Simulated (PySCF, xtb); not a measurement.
O₂S₂, SMILES O=S(=O)=S.

Harmonic wavenumbers (cm⁻¹) from GFN2-xTB in xtb at its own minimum, in rising order: 261, 277, 421, 637, 1136, 1277.

**Question.** What does PySCF 2.14.0 with PBE-D3(BJ)/def2-SVP give at its own minimum? (The exact figures need the calculation; the answer reports its results.)

**Answer.** 320, 368, 429, 634, 1103, 1285. Paired by order, the mean absolute difference is 34 cm⁻¹ and the zero-point energies are 5.7 and 5.9 kcal/mol.
